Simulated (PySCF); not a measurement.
**BeN⁺: from constants to spectrum**

ROHF-CCSD(T) constants of BeN⁺, ³Σ⁻ (triplet), unpaired electrons π ↑↑ (PySCF, no relativity, basis sets Be 3-21G, N 3-21G; masses 9.0122 and 14.0031 u):

```
ωe            : 684.2 cm⁻¹
ωexe          : 11.9 cm⁻¹
Be            : 1.0293 cm⁻¹
αe            : 0.0239 cm⁻¹
De to Be⁺ + N : 1.47 eV
```

(1) What force constant and bond length do these constants imply?

(2) Estimate the centrifugal constant D from the Kratzer relation and find the Dunham coefficient a1.

Correlated steps freeze 1 core orbital. For an ion De counts to the pair picked by the measured ionisation energies or electron affinities, which need not be the lowest pair at this level. The CCSD T1 diagnostic is raised, a sign that a single reference may not be enough here. 3-21G is very small, so such numbers show the basis as much as the molecule. The state is the lowest determinant that a PBE0 search found; another state may lie lower at other levels.

Answers

(1) Reduced mass μred = 5.4832 u; k = 5.8918×10⁻⁷·μred·ωe² (u, cm⁻¹, mdyn/Å) = 1.51 mdyn/Å; Re = √(16.8576/(μred·Be)) (u, cm⁻¹, Å) = 1.728 Å.

(2) D = 4Be³/ωe² = 9.32e-06 cm⁻¹; a1 = −1 − αeωe/(6Be²) = -3.57.
